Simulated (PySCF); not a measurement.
Static response to an electric field

Species: C5H7NOSi.
Geometry (GFN2-xTB, Å), atoms numbered from 1 in this order:
```
atom  x, y, z in Å
Si1    2.733    0.131   -0.119
O2     1.328   -0.692   -0.211
C3     0.040   -0.349   -0.073
C4    -0.937   -1.334   -0.219
C5    -2.263   -0.970   -0.077
N6    -2.662    0.262    0.191
C7    -1.734    1.192    0.328
C8    -0.376    0.949    0.208
H9     2.894    0.721    1.211
H10    3.648   -0.964   -0.386
H11    2.771    1.192   -1.128
H12   -0.647   -2.350   -0.438
H13   -3.052   -1.703   -0.184
H14   -2.098    2.187    0.548
H15    0.351    1.737    0.327
```

Level: wB97X-D/def2-SVPD (PySCF), static field, nuclei fixed, core orbitals frozen in the response. The polarisability tensor in these axes (au):

```
x   116.66   1.39  -2.60
y     1.39  93.49   6.23
z    -2.60   6.23  63.36
```

**Question.** Diagonalise the tensor; give its mean and Δα, where Δα² is half the sum of the squared differences of the eigenvalues.

**Answer.** Principal values 61.98, 94.69 and 116.84 au; mean 91.17 au = 13.51 Å³ = 15.03 × 10⁻⁴⁰ C²·m²/J; Δα = 47.80 au (52 % of the mean).

**Question.** What is the dipole moment, and where does it point?

**Answer.** (2.67, 0.18, -0.11) D, 2.68 D in size, pointing from the negative to the positive side. Measured along this direction, the outermost atoms are H13 at the negative end and H10 at the positive end.

**Question.** Find the Langevin capture rate constant for H3O+ (19.018 u) meeting this molecule (125.030 u), k = 2.342 × 10⁻⁹ cm³/s × √(α in Å³ / reduced mass in u).

**Answer.** The reduced mass is 16.51 u, so k = 2.12 × 10⁻⁹ cm³/s. The formula leaves out the permanent dipole, which adds to the capture rate.

**Question.** Along which axes do the principal values lie, and how far do the nuclei extend along each?

**Answer.** Largest value along (1.00, 0.05, -0.04), where the nuclei span 6.73 Å; middle along (-0.04, 0.98, 0.20), 4.69 Å; least along (0.05, -0.20, 0.98), 2.39 Å. The response follows the extents in order.

**Question.** Refractivity n − 1 of an ideal gas of it at 500 K and 1 atm, from the electronic α?

**Answer.** N = p/kT = 1.4678 × 10¹⁹ cm⁻³, so n − 1 = 2π × N × 13.51 × 10⁻²⁴ cm³ = 1246 × 10⁻⁶ at long wavelengths.

**Question.** What molar refraction does this α imply?

**Answer.** Lorentz–Lorenz: R = (4π/3)N_A α = 2.5225 cm³/(mol·Å³) × 13.51 Å³ = 34.1 cm³/mol, in the limit of long wavelengths.

**Question.** What are the principal values of the traceless quadrupole moment, Θ = ½Σq(3rr − r²1), about the centre of nuclear charge?

**Answer.** -7.53, -2.52, 10.04 D·Å. The values depend on the origin, since the dipole doesn't vanish. The electronic extent ⟨r²⟩ about the same centre is 1290 bohr², a root-mean-square distance of 2.34 Å for the 66 electrons.

One conformer (not necessarily the lowest) at the GFN2-xTB geometry, without solvent, vibrations or thermal averaging.
